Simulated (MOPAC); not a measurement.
Input file for MOPAC: PM3 on LiH-, 2S+1 = 2, a spin state set in the input, which need not be the lowest, a point of a bond scan (R = 1.587 Å). Charge -1.

```
PM3 1SCF PRECISE CHARGE=-1 UHF MS=0.5 THREADS=1
HLi

H      0.00000000 1     0.00000000 1     0.00000000 1
Li     0.00000000 1     0.00000000 1     1.58688400 1
```

The log:

```
*******************************************************************************
 **                                                                           **
 **                              MOPAC v23.2.5                                **
 **                                                                           **
 *******************************************************************************
 ** MOPAC's Digital Object Identifier: https://doi.org/10.5281/zenodo.6511958 **
 **                                                                           **
 ** Please cite the open-source release paper for use of this MOPAC version:  **
 ** J. E. Moussa and J. J. P. Stewart (2026)                                  **
 ** MOPAC: An open-source semiempirical molecular orbital program             **
 ** J. Open Source Softw., 11(119), 8025, https://doi.org/10.21105/joss.08025 **
 *******************************************************************************

                              PM3 CALCULATION RESULTS

 *******************************************************************************
 *  PM3        - The PM3 Hamiltonian to be used
 *  UHF        - UNRESTRICTED HARTREE-FOCK CALCULATION
 *
 *
 *
 *                 CHARGE ON SYSTEM = -1
 *
 *
 *
 *  MS=        - IN MECI, MAGNETIC COMPONENT OF SPIN =  0.5
 *  PRECISE    - TIGHTER CRITERIA TO BE USED
 *  1SCF       - DO 1 SCF AND THEN STOP
 *  THREADS=1  - MULTI-THREADING NOT USED
 *  T=         - A TIME OF 172800.0 SECONDS REQUESTED
 *  DUMP=N     - RESTART FILE WRITTEN EVERY 7200.0 SECONDS REQUESTED
 *******************************************************************************
PM3 1SCF PRECISE CHARGE=-1 UHF MS=0.5 THREADS=1
 HLi

   ATOM   CHEMICAL          X               Y               Z
  NUMBER   SYMBOL      (ANGSTROMS)     (ANGSTROMS)     (ANGSTROMS)

     1       H          0.00000000  *   0.00000000  *   0.00000000  *
     2      Li          0.00000000  *   0.00000000  *   1.58688400  *



          CARTESIAN COORDINATES

    NO.       ATOM           X           Y           Z

     1         H          0.0000      0.0000      0.0000
     2        Li          0.0000      0.0000      1.5869

  H: (PM3): J. J. P. STEWART, J. COMP. CHEM. 10, 209 (1989).
 Li: (PM3): E. ANDERS, R. KOCH, P. FREUNSCHT, J. COMP. CHEM 14 1301-1312  1993

           Empirical Formula: H Li  =     2 atoms



      MOLECULAR POINT GROUP   :   C*v


          UHF CALCULATION, NO. OF ALPHA ELECTRONS =    2
                           NO. OF BETA  ELECTRONS =    1

 -------------------------------------------------------------------------------
 PM3 1SCF PRECISE CHARGE=-1 UHF MS=0.5 THREADS=1
 HLi



     1SCF WAS SPECIFIED, SO BFGS WAS NOT USED
     SCF FIELD WAS ACHIEVED


                              PM3 CALCULATION
                                                       MOPAC v23.2.5 Linux




          FINAL HEAT OF FORMATION =         19.04191 KCAL/MOL =      79.67134 KJ/MOL


          COSMO AREA              =         60.17 SQUARE ANGSTROMS
          COSMO VOLUME            =         43.28 CUBIC ANGSTROMS

          IONIZATION POTENTIAL    =          1.164354 EV
          ALPHA SOMO LUMO (EV)    =         -1.164  3.554
          BETA  SOMO LUMO (EV)    =         -4.689  3.013
          NO. OF ALPHA ELECTRONS  =          2
          NO. OF BETA  ELECTRONS  =          1
          MOLECULAR WEIGHT        =          7.9479         POINT GROUP:  C*v

          MOLECULAR DIMENSIONS (Angstroms)

            Atom       Atom       Distance
           Li     2    H     1     1.58688
           Li     2    H     1     0.00000
            H     1   Li     2     0.00000


          SCF CALCULATIONS        =          1





   ATOM   CHEMICAL          X               Y               Z
  NUMBER   SYMBOL      (ANGSTROMS)     (ANGSTROMS)     (ANGSTROMS)

     1       H          0.00000000  *   0.00000000  *   0.00000000  *
     2      Li          0.00000000  *   0.00000000  *   1.58688400  *

                             CARTESIAN COORDINATES

   1    H        0.000000000     0.000000000     0.000000000
   2   Li        0.000000000     0.000000000     1.586884000


           Empirical Formula: H Li  =     2 atoms



      MOLECULAR POINT GROUP   :   C*v


          ALPHA EIGENVALUES
  -4.80550  -1.16435   3.55393   3.55393   6.64729


           BETA EIGENVALUES
  -4.68897   3.01328   3.79544   3.79544   6.93241


              NET ATOMIC CHARGES AND DIPOLE CONTRIBUTIONS

  ATOM NO.   TYPE          CHARGE      No. of ELECS.   s-Pop       p-Pop
    1          H          -0.135996        1.1360     1.13600
    2         Li          -0.864004        1.8640     1.15343     0.71057
 DIPOLE           X         Y         Z       TOTAL
 POINT-CHG.     0.000     0.000     0.070     0.070
 HYBRID         0.000     0.000    -0.076     0.076
 SUM            0.000     0.000    -0.006     0.006


          ATOMIC ORBITAL ELECTRON POPULATIONS

     Atom    s        px        py        pz
    1  H   1.13600
    2 Li   1.15343   0.00000   0.00000   0.71057


                    (SZ)    =    0.500000
                    (S**2)  =    0.757175


          ATOMIC ORBITAL SPIN POPULATIONS

    Atom   Total    s     px     py     pz
         Atomic
    1  H -0.0353 -0.035
    2 Li  1.0353  0.652  0.000  0.000  0.383

 **********************
 *                    *
 * JOB ENDED NORMALLY *
 *                    *
 **********************




 == MOPAC DONE ==
```

The run finished.

Cost: about 0.020 core-seconds (a rough figure).
